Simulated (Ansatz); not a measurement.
(F)3Ti-O-SiH3 (TiSiOF₃H₃), 9 atoms. Hardware: 4 threads of Intel Xeon Platinum 8175M on a shared host.

The 6-31G sets use Cartesian d functions. Correlated methods freeze 14 core orbitals; core or outer-core shells of Ti are correlated, in sets that lack core-valence functions.

(1) How many basis functions does each of these Ansatz runs have, and roughly what does it cost? r2SCAN-D4/def2-TZVP, charge 0 triplet at the geometry of the charge 0 singlet, energy, from earlier orbitals; r2SCAN-D4/def2-SVP, charge 0 singlet, frequencies; HF/6-31G, charge 0 singlet, energy; RPA@PBE/def2-TZVP, charge 0 singlet, energy, from earlier orbitals; HF/def2-TZVPD, charge -1 doublet at the geometry of the charge 0 singlet, energy, from earlier orbitals; PBE0-D4/def2-TZVP, charge 0 triplet at the geometry of the charge 0 singlet, energy; B3LYP-D4/6-31G, charge 0 singlet, energy; MP2/def2-TZVP, charge 0 singlet, energy, from earlier orbitals; PBE0-D4/def2-TZVP, charge 1 doublet at the geometry of the charge 0 singlet, energy; PBE0-D4/def2-SVP, charge 0 singlet, energy, from earlier orbitals; PBE0-D4/def2-TZVPD, charge 0 singlet, energy, from earlier orbitals; CCSD(T)/def2-SVP, charge 1 doublet at the geometry of the charge 0 singlet, energy, from earlier orbitals.

## Answers

(1) Other jobs shared the machine, so times can vary by a factor of up to 3. A dash marks memory too small to be measured apart from the calling script's.

| run | functions | fitting or Cholesky vectors | wall time | peak host memory (GiB) |
| --- | --- | --- | --- | --- |
| HF/6-31G, charge 0 singlet, energy | 84 | 940 | 1.2 s | – |
| B3LYP-D4/6-31G, charge 0 singlet, energy | 84 | 940 | 2.7 s | – |
| PBE0-D4/def2-SVP, charge 0 singlet, energy, from earlier orbitals | 120 | 1173 | 2.7 s | – |
| MP2/def2-TZVP, charge 0 singlet, energy, from earlier orbitals | 224 | 1595 | 6.5 s | 0.55 |
| RPA@PBE/def2-TZVP, charge 0 singlet, energy, from earlier orbitals | 224 | 1595 | 8.5 s | 0.56 |
| PBE0-D4/def2-TZVPD, charge 0 singlet, energy, from earlier orbitals | 278 | 1714 | 12 s | 0.98 |
| r2SCAN-D4/def2-TZVP, charge 0 triplet at the geometry of the charge 0 singlet, energy, from earlier orbitals | 224 | 1416 | 34 s | 0.77 |
| PBE0-D4/def2-TZVP, charge 1 doublet at the geometry of the charge 0 singlet, energy | 224 | 1485 | 37 s | 1.4 |
| PBE0-D4/def2-TZVP, charge 0 triplet at the geometry of the charge 0 singlet, energy | 224 | 1485 | 37 s | 1.4 |
| HF/def2-TZVPD, charge -1 doublet at the geometry of the charge 0 singlet, energy, from earlier orbitals | 278 | 2030 | 72 s | 1.8 |
| CCSD(T)/def2-SVP, charge 1 doublet at the geometry of the charge 0 singlet, energy, from earlier orbitals | 120 | 1173 | 1.7 min | 1.8 |
| r2SCAN-D4/def2-SVP, charge 0 singlet, frequencies | 120 | 1337 | 2.1 min | – |
